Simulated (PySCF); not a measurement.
Sn(OH)(SeH)3, SMILES [OH][Sn]([SeH])([SeH])[SeH] (PBE0/def2-SVP optimised geometry):

```
9

O     -1.586     0.961    -0.360
Sn     0.343     0.667     0.000
Se     1.780     1.796    -1.760
Se     1.087     1.719     2.188
Se     0.384    -1.860     0.000
H     -1.856     1.860    -0.135
H      0.894     1.300    -2.827
H      0.543     0.573     2.936
H      1.856    -1.860     0.000
```

Computed with PBE0/def2-TZVP, def2 effective core potentials past Kr in PySCF.

Task: What are the frontier orbital energies and the dipole moment?

Result: HOMO-2 -7.53 eV, HOMO-1 -7.47 eV, HOMO -7.24 eV, LUMO -2.30 eV, LUMO+1 -0.50 eV; dipole moment 0.73 D.

On the same geometry PySCF with PBE/def2-TZVP, def2 effective core potentials past Kr gives HOMO-2 -6.34 eV, HOMO-1 -6.31 eV, HOMO -6.08 eV, LUMO -3.08 eV, LUMO+1 -1.32 eV; dipole moment 0.66 D.
